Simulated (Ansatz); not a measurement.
## A reaction path, image by image

SiH₂SF₂, singlet, from SiH₂SF₂ ([F][SiH]([F])[SH]) to a complex of SiSF₂ ([F][Si]([F])[S]) + H₂; PBE0-D4/def2-SVP (Ansatz 0.2.0). Settings:

```yaml
hamiltonian: {xc: pbe0, dispersion: d4}
neb:
  images: 5
  climbing: true
  max_iterations: 40
  initial_path: idpp
```

First end:

Si1  (-0.108, 0.443, 0.155)
H2  (-0.403, 1.166, -1.092)
S3  (1.103, -1.262, -0.086)
H4  (0.235, -1.822, -0.948)
F5  (-1.499, 0.080, 0.821)
F6  (0.673, 1.395, 1.150)
(Å)

Second end:

```
6
angstrom
Si 0.1799 -0.1284 0.7224
H -0.5820 0.5500 -1.4956
S 1.3127 -1.6749 0.6529
H -0.1425 -0.0589 -1.5779
F -1.3725 -0.0732 0.9656
F 0.6046 1.3855 0.7326
```

The ends were relaxed with PBE0-D4 in triple zeta, so they are not quite minima here (largest force components 0.94 and 1.13 eV/Å).

Energies along the converged band: It took 12 iterations. Path lengths are measured after rigid turns and shifts between images are taken out.
```json
{"image": "0", "path length (Å)": "0.00", "energy (kcal/mol)": "0.00"}
{"image": "1", "path length (Å)": "0.54", "energy (kcal/mol)": "-0.37"}
{"image": "2", "path length (Å)": "1.09", "energy (kcal/mol)": "2.18"}
{"image": "3", "path length (Å)": "1.63", "energy (kcal/mol)": "20.15"}
{"image": "4 (climbing)", "path length (Å)": "2.17", "energy (kcal/mol)": "49.48"}
{"image": "5", "path length (Å)": "2.73", "energy (kcal/mol)": "37.44"}
{"image": "6", "path length (Å)": "3.29", "energy (kcal/mol)": "35.92"}
```
Energies count from the first end.

The images between the ends:
Image 1:
```xyz
6
angstrom
Si -0.1526 0.3984 0.2040
H -0.5018 0.9835 -1.1066
S 0.9931 -1.3686 0.0145
H 0.4846 -1.6064 -1.2148
F -1.5190 0.1484 1.0194
F 0.6957 1.4447 1.0836
```

Image 2:
```xyz
6
angstrom
Si -0.1769 0.3168 0.2527
H -0.5574 0.7073 -1.1171
S 0.9325 -1.4545 0.0272
H 0.6338 -1.1904 -1.2636
F -1.4943 0.1211 1.1539
F 0.6624 1.4998 0.9470
```

Image 3:
```xyz
6
angstrom
Si -0.1187 0.2241 0.3018
H -0.4815 0.4428 -1.1400
S 1.0539 -1.4529 0.0154
H 0.4395 -0.8262 -1.1104
F -1.4863 0.0507 1.1157
F 0.5933 1.5615 0.8177
```

Image 4:
```xyz
6
angstrom
Si 0.0039 0.0880 0.4245
H -0.4173 0.2874 -1.2033
S 1.1625 -1.4913 0.1407
H 0.1905 -0.4934 -1.1281
F -1.4690 0.0384 1.0493
F 0.5295 1.5710 0.7170
```

Image 5:
```xyz
6
angstrom
Si 0.1251 -0.0377 0.5891
H -0.4912 0.3612 -1.3327
S 1.2692 -1.5807 0.4049
H -0.0135 -0.2632 -1.3050
F -1.4278 0.0112 0.9832
F 0.5383 1.5092 0.6607
```

The band counts as converged below 0.05 eV/Å. The run took about 100 s on 2 CPU threads of an Arm Neoverse V1 (shared host).
